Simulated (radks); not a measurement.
The numbers below are computed, except where a source is named.
Cu III, 27 electrons, occupied as [Ar] 3d8.5 4s0.5 (fractional occupations, a model configuration).

Code: a radial shooting solver on a logarithmic mesh with Libxc functionals. Model: Dirac Kohn-Sham, PBE, spin-unpolarised, spherical densities, point nucleus; open shells fill j = l - 1/2 first.

Energy parts (eV):
total: -44998.702
kinetic: 45781.634
electron-nucleus: -107698.240
Hartree: 18733.870
exchange-correlation: -1815.967

Orbitals (lengths in bohr, moments of r in powers of bohr; <r^-3> diverges for s and p1/2; r(max) is where P^2 peaks; r(90%) holds 90 % of the orbital's charge):
orbital	occ.	eigenvalue (eV)	<r^-3>	r(90%)	r(max)	<1/r>
1s1/2	2	-8878.381	-	0.0931	0.03411	29.16
2s1/2	2	-1092.083	-	0.364	0.1967	6.359
2p1/2	2	-960.3050	-	0.335	0.1564	6.313
2p3/2	4	-939.8150	684.9	0.339	0.1591	6.172
3s1/2	2	-143.9966	-	1.06	0.6125	2.013
3p1/2	2	-103.0110	-	1.13	0.6127	1.883
3p3/2	4	-100.3856	88.39	1.15	0.6206	1.850
3d3/2	4	-33.0995	8.774	1.54	0.5913	1.493
3d5/2	4.5	-32.7876	8.566	1.55	0.5941	1.483
4s1/2	0.5	-23.4758	-	3.32	1.925	0.5825

The highest occupied level is 4s1/2 at -23.476 eV. The density falls to 0.001 e/bohr^3 at r = 3.22 bohr.
